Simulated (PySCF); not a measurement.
# Vibration and rotation of TlPb

UHF-CCSD(T) constants of TlPb, ⁴Σ⁻ (quartet), unpaired electrons σ ↑, π ↑↑ (Tl cc-pVDZ-PP with ECP60, Pb cc-pVDZ-PP with ECP60; scalar-relativistic core potentials (PySCF 2.14); masses 204.9744 and 207.9766 u):

```
ωe            : 104.2 cm⁻¹
ωexe          : 0.18 cm⁻¹
Be            : 0.018167 cm⁻¹
αe            : 4.64e-05 cm⁻¹
De to Tl + Pb : 1.62 eV
```

(1) What force constant and bond length do these constants imply?

(2) Estimate the centrifugal constant D from the Kratzer relation and find the Dunham coefficient a1.

Correlated steps freeze 8 core orbitals. Correlated levels converge slowly with the basis: in double zeta they bind strong bonds too weakly, by up to about 1 eV, and carry superposition errors of some tenths. Spin–orbit coupling is left out, which matters for elements this heavy, above all for dissociation energies. The state was picked by a PBE0 search and need not be the measured ground state.

## Answers

(1) Reduced mass μred = 103.23 u; k = 5.8918×10⁻⁷·μred·ωe² (u, cm⁻¹, mdyn/Å) = 0.660 mdyn/Å; Re = √(16.8576/(μred·Be)) (u, cm⁻¹, Å) = 2.998 Å.

(2) D = 4Be³/ωe² = 2.21e-09 cm⁻¹; a1 = −1 − αeωe/(6Be²) = -3.44.
